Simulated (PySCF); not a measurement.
Molecule (SMILES): [SiH2]=C (CH2-SiH2).
Geometry (B3LYP-D3(BJ)/def2-TZVP, fixed):
```xyz
6

C     -1.1498    -0.0548    -0.0450
Si     0.5479     0.0261     0.0215
H     -1.7685     0.8316    -0.0996
H     -1.6839    -0.9961    -0.0356
H      1.3979    -1.1745     0.0958
H      1.2833     1.3023     0.0091
```
Charge 0, spin multiplicity 1.

Basis-set convergence of the isotropic shielding of C1 at PBE with PySCF. GIAO, no density fitting; atoms are numbered in the order shown. All functions are spherical. No added dispersion term, no relativity. Reference: the value in pcseg-3, 62.42 ppm, itself unsure by roughly 3.12 ppm (its distance from pcSseg-2). Deviations are taken from unrounded values.

```json
[
 {"basis": "6-31G*", "functions": "40", "isotropic shielding of C1 (ppm)": "78.84"},
 {"basis": "6-31+G*", "functions": "48", "isotropic shielding of C1 (ppm)": "84.29"},
 {"basis": "def2-SVP", "functions": "52", "isotropic shielding of C1 (ppm)": "78.46"},
 {"basis": "def2-SVPD", "functions": "76", "isotropic shielding of C1 (ppm)": "81.61"},
 {"basis": "pcseg-1", "functions": "52", "isotropic shielding of C1 (ppm)": "73.89"},
 {"basis": "aug-pcseg-1", "functions": "86", "isotropic shielding of C1 (ppm)": "76.67"},
 {"basis": "cc-pV(D+d)Z", "functions": "57", "isotropic shielding of C1 (ppm)": "81.43"},
 {"basis": "aug-cc-pV(D+d)Z", "functions": "91", "isotropic shielding of C1 (ppm)": "82.27"},
 {"basis": "6-311G**", "functions": "68", "isotropic shielding of C1 (ppm)": "65.78"},
 {"basis": "6-311+G**", "functions": "76", "isotropic shielding of C1 (ppm)": "66.96"},
 {"basis": "def2-TZVP", "functions": "92", "isotropic shielding of C1 (ppm)": "67.88"},
 {"basis": "def2-TZVPD", "functions": "116", "isotropic shielding of C1 (ppm)": "68.07"},
 {"basis": "pcseg-2", "functions": "120", "isotropic shielding of C1 (ppm)": "63.70"},
 {"basis": "aug-pcseg-2", "functions": "188", "isotropic shielding of C1 (ppm)": "64.13"},
 {"basis": "cc-pV(T+d)Z", "functions": "125", "isotropic shielding of C1 (ppm)": "68.36"},
 {"basis": "aug-cc-pV(T+d)Z", "functions": "193", "isotropic shielding of C1 (ppm)": "69.75"},
 {"basis": "def2-TZVPP", "functions": "129", "isotropic shielding of C1 (ppm)": "67.78"},
 {"basis": "def2-TZVPPD", "functions": "153", "isotropic shielding of C1 (ppm)": "67.95"}
]
```

What the diffuse functions change, pair by pair:
- 6-31G* to 6-31+G*: 8 more functions, deviation 16.41 to 21.87 ppm
- def2-SVP to def2-SVPD: 24 more functions, deviation 16.04 to 19.19 ppm
- pcseg-1 to aug-pcseg-1: 34 more functions, deviation 11.47 to 14.25 ppm
- cc-pV(D+d)Z to aug-cc-pV(D+d)Z: 34 more functions, deviation 19.01 to 19.85 ppm
- 6-311G** to 6-311+G**: 8 more functions, deviation 3.36 to 4.54 ppm
- def2-TZVP to def2-TZVPD: 24 more functions, deviation 5.46 to 5.65 ppm
- pcseg-2 to aug-pcseg-2: 68 more functions, deviation 1.28 to 1.71 ppm
- cc-pV(T+d)Z to aug-cc-pV(T+d)Z: 68 more functions, deviation 5.94 to 7.33 ppm
- def2-TZVPP to def2-TZVPPD: 24 more functions, deviation 5.36 to 5.52 ppm

They bring the value nearer the reference by more than 3.12 ppm in 0 of 9 pairs.
